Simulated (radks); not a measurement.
Results of a calculation; reference values are marked as such.
Ionisation of Pt, [Xe] 4f14 5d9 6s1, to Pt+, [Xe] 4f14 5d9, under several functionals. Dirac Kohn-Sham, spin-unpolarised, spherical densities, finite nucleus; open shells are shared between the two j in proportion to 2j + 1; a radial shooting solver on a logarithmic mesh with Libxc functionals.

functional                                      E(Pt) (hartree)  Exc (hartree)  IE (eV)  -e(HOMO) (eV)  <r> HOMO (bohr)  IE error (eV)
OLYP                                                -18449.3826      -363.8948    8.854          5.320            2.975         -0.105
SOGGA                                               -18437.1011      -351.3187    9.110          5.574            1.737         +0.151
BP86                                                -18445.0526      -359.3405    9.380          5.790            1.739         +0.421
LDA (Slater exchange, Perdew-Wang correlation)      -18432.5681      -346.7430    9.544          5.881            1.740         +0.586

NIST Atomic Spectra Database: 8.959 eV (measured). Closest: OLYP. The Delta-SCF values span 0.69 eV, the total energies 16.81 hartree. The highest occupied level is 6s1/2. Spin polarisation and multiplet splitting are left out, so open shells lie too high by an amount that depends on their filling. Sharing an open shell by 2j + 1 raises it above the true ground level by a part of the spin-orbit splitting, which enters the differences from NIST.

Beside tabulated values, note that spin-unpolarised runs miss the spin-polarisation part of the exchange energy of open shells.
